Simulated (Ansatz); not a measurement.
Potential energy curve for GeLi (anion, charge -1), lowest singlet found (which spin is the ground state isn't settled by this scan).

Levels: RKS-PBE = restricted PBE/aug-cc-pVDZ in Ansatz (a quantum-chemistry and plane-wave program); RKS-B3LYP = restricted B3LYP/aug-cc-pVDZ (Ansatz); FCI = Ansatz with full CI/aug-cc-pVDZ, cores with 3d frozen.

Energies relative to the lowest point of each curve between 2.15 and 3.12 Å, where full CI is lowest, in kcal/mol; the last columns give the error against full CI:

```tsv
R / Å	RKS-PBE	RKS-B3LYP	FCI	RKS-PBE − FCI	RKS-B3LYP − FCI
1.78	46.1	44.7	50.9	-4.8	-6.2
1.93	27.5	26.6	30.9	-3.4	-4.3
2.04	16.4	15.6	19.2	-2.8	-3.5
2.15	9.0	8.4	11.1	-2.1	-2.8
2.27	4.0	3.5	5.4	-1.5	-1.9
2.36	1.7	1.4	2.7	-1.0	-1.4
2.45	0.5	0.3	1.1	-0.6	-0.8
2.49	0.2	0.1	0.6	-0.4	-0.6
2.58	0.0	0.0	0.0	0.0	0.0
2.66	0.3	0.4	0.0	0.3	0.4
2.82	1.7	2.0	0.8	0.9	1.2
2.93	3.1	3.5	1.8	1.3	1.7
3.12	6.0	6.5	4.1	1.9	2.4
3.37	10.1	10.7	7.5	2.6	3.2
3.64	14.4	15.0	11.2	3.2	3.8
3.97	19.0	19.4	15.2	3.8	4.2
4.38	23.6	23.8	19.5	4.1	4.3
4.89	27.8	27.8	23.6	4.2	4.1
5.41	30.5	30.4	26.6	3.9	3.8
```

RKS-PBE is furthest from FCI at 1.78 (-4.8 kcal/mol, below); its mean absolute error over the points is 2.3 kcal/mol.

RKS-B3LYP is furthest from FCI at 1.78 (-6.2 kcal/mol, below); its mean absolute error over the points is 2.7 kcal/mol.

The scan ran from 1.78 to 8.37 Å; beyond the distances shown full CI changes its symmetry label. The restricted form behind RKS-PBE, RKS-B3LYP keeps the bonding electrons paired and can't separate into open-shell fragments. Where the anion isn't bound against loss of the electron, the finite basis alone holds it. Also computed but left out beside FCI, since their determinant holds another spin at the minimum (<S²> over 0.7 above the pure value): UHF, UMP2, UCCSD, UCCSD(T), UCCSDT, UCCSDT(Q), UKS-B3LYP, UKS-PBE, UKS-B3LYP/6-31G*, UKS-B3LYP/3-21G, UMP2/6-31G*, UHF/LANL2DZ.
